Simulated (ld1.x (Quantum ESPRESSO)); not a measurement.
**Configuration tests for Bi (Z = 83) (TM)**

| Item | Value |
| --- | --- |
| Element | Bi (Z = 83) |
| Generator | ld1.x (Quantum ESPRESSO) 7.5 |
| Type | norm-conserving Troullier–Martins (Kleinman–Bylander form) |
| Functional | LDA (PZ) |
| Relativity | scalar-relativistic |
| Frozen core | [Xe] 4f14 5d10 |
| Valence charge | 5 |
| Reference configuration | 6s2 6p3 |
| Partial waves | 6p (bound): rc 2.25 bohr; 6d channel at 0.1 Ry: rc 1.85 bohr; 6s (bound): rc 1.90 bohr |
| Local potential | the s channel |
| Core correction | none |

Energies are relative to the spin-unpolarised reference configuration 6s2 6p3; without spin polarisation the order of configurations can differ from experiment. Spin-polarised rows fill each open shell by Hund’s rule, majority spin first.

| valence configuration | charge | ΔE all-electron (eV) | error AE − PS (meV) |
| --- | --- | --- | --- |
| 6s2 6p2 | +1 | 8.154 | +3.0 |
| 6s2 6p1 | +2 | 23.719 | +31 |
| 6s2 6p0 | +3 | 47.434 | +129 |
| 6s0 6p5 | 0 | 20.722 | +75 |
| 6s2 6p2.5 | +0.5 | 3.208 | -0.1 |
| 6s1 6p4 | 0 | 10.177 | +14 |
| 6s2 6p3 (spin-polarised) | 0 | -1.024 | +200 |
| 6s2 6p2 (spin-polarised) | +1 | 7.602 | +136 |

Q: What are ΔE and the potential's error for 6s1 6p0?

A: ΔE = 93.349 eV all-electron; the error (AE − PS) is +454 meV.

Note: ghost state, extra bound levels that the all-electron valence spectrum of the same l lacks: d at -30.6 eV. A true bound ghost makes a file unfit for plane-wave use.
